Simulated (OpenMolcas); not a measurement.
W4+ (d2) in a complex was computed by SS-CASPT2, IPEA 0.25 Eh, imaginary shift 0.1 Eh with the d shell active (OpenMolcas, ANO-RCC-VTZP on the metal). Its lowest spin-free states, and all those of the highest spin:

```csv
2S+1,Degeneracy,E (cm-1)
3,1,0
3,2,730
1,1,7770
1,1,7770
1,2,8580
1,1,8650
1,1,18930
3,1,31590
3,2,32730
3,2,38260
1,1,39280
1,2,40480
3,1,41210
3,1,65920
```

Q: Is the site octahedral, tetrahedral or cube-like, axial, or of lower symmetry?

A: The states with 2S+1 = 3 have orbital degeneracies 1, 2, 1, 2, 2, 1, 1. There are pairs but no triples, so the site is axial: not cubic, but with a proper or improper axis of order three or more. The run had W4+ with 6 ligands (fluoride) in tetragonal octahedral coordination (D4h) at 1.97 Å, the axial distance 2.009 Å. A charge of +0.333 e stands 2.8 Å behind each ligand. Ligand basis ANO-RCC-VDZP.

Over all roots computed the reference weight is 0.70 to 0.71; a low but even weight reflects the number of correlated electrons. Spin-orbit coupling mixes the spin-free states strongly: the lowest level takes only 68 % from its leading state, 3A2. The least metal-like active orbital is 77 % on the metal (Löwdin) and no ligand orbital is active, so the numbers are rough. Ligand-to-metal charge-transfer states are missing. With no ligand orbital active B as a rule stays too high, so bands that hang on it stand too high and its fall with covalency is understated. With one d shell and no ligand orbital active, 10Dq can be off by a tenth or more. No measured value stands beside these numbers; the geometry is a model, was not optimised and need not be the one that this ion takes.
